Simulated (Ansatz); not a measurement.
Geometry optimisation, Ansatz 0.2.0, RKS PBE-D4/def2-SVP.

Input file:

```yaml
crystal:
  periodic: [false, false, false]
  atoms:
    - { symbol: Si, position_ang: [0.0, 0.0, 0.0] }
    - { symbol: "N", position_ang: [0.0, 0.0, 1.82] }
    - { symbol: H, position_ang: [-0.877, -0.2713, 2.35] }
    - { symbol: H, position_ang: [0.877, 0.2713, 2.35] }
    - { symbol: H, position_ang: [1.3768, 0.0, -0.4862] }
    - { symbol: Cl, position_ang: [-1.0032, 1.7381, -0.7093] }
    - { symbol: Cl, position_ang: [-1.0032, -1.7381, -0.7093] }
basis:
  gaussian: { orbitals: def2-SVP }
hamiltonian:
  xc: pbe
  dispersion: d4
relax:
  f_tol: 0.02
  max_steps: 40
```

Launched with:

```bash
$ ansatz run input.yaml --threads 2 --pin off --max-ram 3072MiB --backend cpu --events-out ev --progress --plain --runs-dir out
```

Q: Where does it end, and by what steps?

A: It converged. After 7 steps the energy has fallen by 0.331 eV; H4 moved furthest, 0.26 Å.

```tsv
step	energy less start (eV)	largest force component (eV/Å)	accepted
0	0.0000	2.317	yes
1	-0.2647	1.159	yes
2	-0.3240	0.160	yes
3	-0.3275	0.056	yes
4	-0.3295	0.081	yes
5	-0.3299	0.097	yes
6	-0.3307	0.091	yes
7	-0.3310	0.006	yes
```

```xyz
7
Properties=species:S:1:pos:R:3
Si 0.008 -0.019 0.059
N 0.070 -0.159 1.771
H -0.796 -0.324 2.292
H 0.699 0.458 2.291
H 1.398 -0.007 -0.484
Cl -0.945 1.693 -0.662
Cl -1.064 -1.642 -0.653
```

Time of the run: 18 s on 2 threads of Intel(R) Xeon(R) Platinum 8259CL CPU @ 2.50GHz (Skylake/Cascade Lake), on a shared host, peak memory 0.15 GiB.
